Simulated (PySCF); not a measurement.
**Unknown compound**

An unknown has the formula C5H8FNSi2. Its calculated NMR data are:

¹H NMR (300 MHz, computed): δ 4.76 (s, 3H), 2.10 (s, 3H), 1.91 (s, 1H), 0.42 (br s, 1H).

¹³C{¹H} NMR (computed): δ 110.1 (C), 100.0 (CH), 87.7 (C), 84.9 (C), 5.6 (CH3).

Computational details: coordinates at the GFN2-xTB level, σ from GIAO-PBE0/pcSseg-1, in PySCF (non-relativistic Hamiltonian, one conformer, isolated molecule, rapidly exchanging positions averaged).

References, each an isolated molecule treated in the same way: TMS for ¹H (σref 31.72) and ¹³C (σref 186.93).

Question: What is the structure?

Answer: 
1. Rings plus π bonds: 4 (no ring in the answer).
2. 5 carbon signals for 5 carbons: no two carbons are equivalent.
3. Carbon types of the structure: 3 × C, 1 × CH, 1 × CH3, leaving 4 H on heteroatoms.
4. δC 110.1, 87.7, 84.9: alkyne carbon.
5. δC 100.0: terminal alkyne carbon; sp carbons lie upfield of alkene carbons because the cylindrical π system leaves one tensor component strongly shielded.
6. δC 5.6: propargylic methyl carbon; a saturated carbon with 1 carbon neighbour and no heteroatom attached.
7. δH 4.76: hydrogen on a silicon bonded to N.
8. δH 2.10: hydrogen on a propargylic methyl carbon.
9. δH 1.91: hydrogen on a terminal alkyne carbon; it lies on the axis of the triple bond, in its shielding cone.
10. δH 0.42: hydrogen on a nitrogen bonded to 2 Si; exchangeable, gas-phase position.

These data were computed for `C#C[Si@](F)(C#CC)N[SiH3]`.

The shifts were computed for this structure.

OH and NH positions are those of a molecule without intermolecular hydrogen bonds; in solution they move with solvent, concentration and temperature, and exchange usually removes their couplings. Splittings by ¹⁹F in the carbon and heteronuclear signals aren't shown, as no couplings were computed. Shifts are as computed. Against solution values, carbons near 30 ppm lie about +3 ppm off and those near 130 ppm about +5 ppm. Of 1309 compounds with measured shifts, 239 miss one by over three times the rms of a fit or turn the order of signals round; such compounds aren't used in these exercises. No couplings were computed; multiplicities are counted from neighbouring protons, with m where these are inequivalent, close in shift, in a saturated or five-membered ring or joined by F or P, and br s for small geminal =CH2 splittings.
